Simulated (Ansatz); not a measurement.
Two isomers of C2H6OSi: A = `C1OC[SiH2]1`, B = `C1C[SiH2]O1`.

Computed with Ansatz on PBE0-D4/def2-TZVP structures; ΔE is electronic, products minus reactants. CCSD(T)/CBS is the MP2 limit (def2-TZVPP, def2-QZVPP) plus CCSD(T) − MP2 in def2-TZVPP, frozen cores. DFT in def2-TZVPP. B3LYP here is the variant with VWN-RPA as its local correlation; programs differ in this.

A:

```xyz
10

C     1.0765    0.4653   -0.3795
O     0.7960   -0.9378   -0.5603
C    -0.4695   -1.1351    0.1032
Si   -0.6688    0.7369    0.3012
H     1.8996    0.6149    0.3287
H     1.3487    0.9282   -1.3316
H    -0.3441   -1.7080    1.0293
H    -1.1641   -1.6731   -0.5469
H    -1.6401    1.4004   -0.6099
H    -0.8342    1.3083    1.6658
```

B:

Z-matrix (Å, degrees):
```
C
Si 1 2.268
O 1 1.448 2 47.2
C 1 1.547 2 54.9 3 179.7
H 1 1.093 2 125.4 3 84.2
H 1 1.093 2 125.0 3 -84.7
H 2 1.488 1 126.0 3 -85.1
H 2 1.488 1 125.6 3 85.6
H 4 1.089 1 114.3 2 116.6
H 4 1.089 1 114.2 2 -116.4
```

(1) Which is lower in electronic energy at CCSD(T)/CBS, and by how much? (Best estimate.)

(2) Give E(B) − E(A) in kJ/mol with LDA (SPW92), CCSD(T)/def2-SVP, CCSD/def2-TZVPP, r2SCAN-D4, ωB97M-V, B3LYP-D4, CCSD(T)/def2-TZVPP. (An estimate is asked.)

(3) Does the order hold for the free energy at 298.15 K (harmonic terms from PBE0-D4)? (Estimate.)

Largest T1 diagnostic: 0.012.

## Answers

(1) Ansatz gave: B, by 169.4 kJ/mol.

(2) The calculation gave: LDA (SPW92) -155.7, CCSD(T)/def2-SVP -158.3, CCSD/def2-TZVPP -171.3, r2SCAN-D4 -165.7, ωB97M-V -166.5, B3LYP-D4 -161.8, CCSD(T)/def2-TZVPP -169.1. None reverses the order clearly.

(3) The calculation gave: Yes: G(B) − G(A) = -163.5 kJ/mol. Modes under 60 cm⁻¹, often nearly free rotors, make the harmonic entropy too high.

Leaving LDA and LC-ωPBE aside and taking each functional with its dispersion term where it has one, the values, not all of them listed here, spread over 19.9 kJ/mol, from PBE-QIDH to revPBE-D4. LDA lies −3.3 kJ/mol from PBE without D4. At CCSD(T), def2-SVP lies +11.1 kJ/mol from the extrapolated value and def2-TZVPP +0.3 kJ/mol.
